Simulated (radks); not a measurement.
Question: The mean radii <r> (bohr) of the occupied orbitals of an atom or ion are listed with their occupations. Calculated with a radial shooting solver on a logarithmic mesh with Libxc functionals: non-relativistic Kohn-Sham, PBE, spin-polarised, spherical densities, point nucleus.

| orbital | occ. | <r> |
|---|---|---|
| 1s | 2 | 0.01892 |
| 2s | 2 | 0.07966 |
| 2p | 6 | 0.06730 |
| 3s | 2 | 0.2008 |
| 3p | 6 | 0.1912 |
| 3d | 10 | 0.1669 |
| 4s | 2 | 0.4411 |
| 4p | 6 | 0.4447 |
| 4d | 10 | 0.4515 |
| 4f | 14 | 0.4714 |
| 5s | 2 | 1.001 |
| 5p | 6 | 1.085 |
| 5d | 10 | 1.459 |
| 6s | 2 | 3.110 |

Name the element and its charge. Open shells, if any, are filled with parallel spins first.

Answer: Z = 80, mercury, charge 0: Hg in [Hg]. The 1s radius gives Z: for a bare nucleus <r> = 1.5/Z, 0.01875 bohr for Z = 80, and screening makes it slightly larger (0.01892 here). The occupations add up to 80, and the charge is Z minus that.
